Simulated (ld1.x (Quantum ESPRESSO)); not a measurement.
# cobalt (Co), RRKJ: configuration errors across variants

ld1.x (Quantum ESPRESSO) 7.5 input, shortened:

```
&input
   title='Co', zed=27., rel=2, dft='PBESOL', iswitch=3,
   config='[Ar] 3d7 4s2 4p0', rel_dist='average'
 /
 &inputp
   pseudotype=2, tm=.false., rho0=0.005, lloc=2,
   nlcc=.true., rcore=0.45
 /
3
4S  1  0   2.00   0.00  2.40  2.40  0.0
4P  2  1   0.00   0.00  2.20  2.20  0.0
3D  3  2   7.00   0.00  0.95  0.95  0.0
 &test
   configts(1)='3d7 4s2 4p0'
 /
```

Open shells are filled in proportion to 2j + 1 (rel_dist='average').

All-electron excitation energies from the reference (eV): (1) 3d7 4s1 4p0 9.045; (2) 3d7 4s0 4p0 25.743; (3) 3d6 4s0 4p0 61.579; (4) 3d5 4s0 4p0 116.892; (5) 3d8 4s0 4p0 6.422; (6) 3d7.5 4s1.5 4p0 -0.965; (7) 3d7 4s0 4p2 9.015.

4 further variants failed, have other tests or another functional or relativity, and are left out.

A true bound ghost makes a file unfit for plane-wave use even where its test errors are small: the radial tests pick states by their node count and pass the ghost by.

Errors AE − PS in meV (a dash: test not solved or not reliable):

```csv
change,(1),(2),(3),(4),(5),(6),(7),bound ghosts
base,-5.9,-52,-135,-1053,-229,-34,-7.3,"s, p1/2, p3/2"
"all radii but the core radius scaled by about 0.87 (s 2.10, p 1.92, d 0.82 bohr)",-5.4,-56,-108,-980,-244,-34,-8.2,"s, p1/2, p3/2"
core correction a·sin(br)/r model core inside 1.12 bohr,-5.7,-50,-134,-1022,-224,-33,-6.9,"s, p1/2, p3/2"
wave 3d (bound): rc 0.95 bohr becomes 3d (bound): rc 1.02 bohr,-6.2,-51,-139,-1065,-231,-35,-7.2,"s, p1/2, p3/2"
```

(1) Give the same row for: wave 4s (bound): rc 2.40 bohr becomes 4s (bound): rc 2.96 bohr.

## Answers

(1) -6.0, -68, -259, -1318, -176, -23, -21; bound ghosts: s, p1/2, p3/2.
